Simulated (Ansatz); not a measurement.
Consider the redistribution: `[BH2][AlH][SiH3]` + `B[SiH2]C[SiH3]` → `[SiH3][CH2][AlH][SiH3]` + `B[SiH2]B`.

Gas-phase electronic energies from Ansatz, PBE0-D4/def2-TZVP geometries. CCSD(T)/CBS adds triple-zeta CCSD(T) − MP2 to the extrapolated MP2 energy (def2 sets, frozen cores). Functionals use def2-TZVPP. B3LYP here is the variant with VWN-RPA as its local correlation; programs differ in this. Each species was taken in one conformer, which may not be the lowest.

`[BH2][AlH][SiH3]`:

Z-matrix (Å, degrees):
```
Si
Al 1 2.466
H 1 1.493 2 109.9
H 1 1.491 2 113.3 3 -119.7
H 1 1.492 2 111.9 3 118.8
B 2 2.109 1 120.7 3 107.7
H 2 1.595 1 117.5 3 -71.3
H 6 1.200 2 122.8 1 90.1
H 6 1.200 2 122.6 1 -87.7
```

`B[SiH2]C[SiH3]`:

Z-matrix (Å, degrees):
```
Si
C 1 1.879
B 1 2.009 2 116.1
H 1 1.497 2 109.2 3 -119.2
H 1 1.493 2 109.2 3 124.8
Si 2 1.871 1 114.3 3 176.2
H 2 1.095 1 108.7 3 54.2
H 2 1.095 1 108.8 3 -61.8
H 3 1.197 1 119.6 2 170.9
H 3 1.197 1 123.2 2 -10.9
H 6 1.488 2 110.1 1 -60.6
H 6 1.489 2 111.4 1 179.2
H 6 1.488 2 110.3 1 59.0
```

`[SiH3][CH2][AlH][SiH3]`:

Cartesian coordinates in Å:
```
Si -1.170 -1.990 -1.140
C -0.765 -0.230 -0.683
Al 0.710 -0.030 0.589
Si 1.343 2.229 1.323
H -2.299 -2.097 -2.106
H 0.018 -2.645 -1.754
H -1.540 -2.762 0.079
H -0.514 0.341 -1.586
H -1.650 0.261 -0.260
H 1.472 -1.321 1.124
H 2.481 2.259 2.284
H 0.188 2.911 1.979
H 1.725 3.074 0.152
```

`B[SiH2]B`:

```xyz
9

B    -0.658   -1.015   -1.061
Si   -0.477   -0.057    0.696
B     1.148    1.072    0.348
H    -1.280   -0.533   -1.960
H    -0.094   -2.050   -1.256
H    -0.256   -1.008    1.821
H    -1.674    0.782    0.987
H     1.047    2.156   -0.145
H     2.245    0.653    0.570
```

```
         level  ΔE (kcal/mol)  difference from CCSD(T)/CBS
        PBE-D4           -6.0                         -0.8
     r2SCAN-D4           -6.2                         -1.0
       PBE0-D4           -5.3                         -0.1
       ωB97X-V           -4.6                          0.6
       ωB97M-V           -5.0                          0.2
           PBE           -6.1                         -0.9
         B3LYP           -5.3                         -0.1
 HF/def2-TZVPP           -3.1                          2.1
MP2/def2-QZVPP           -5.5                         -0.3
  HF/CBS(def2)           -3.1                          2.1
   CCSD(T)/CBS           -5.2                            0
```

Largest T1 diagnostic among the species: 0.015.

In def2-TZVPP, CCSD(T) changes the Hartree–Fock value by −1.9 kcal/mol (the triples alone add −0.5 kcal/mol) and MP2 by −2.3 kcal/mol.
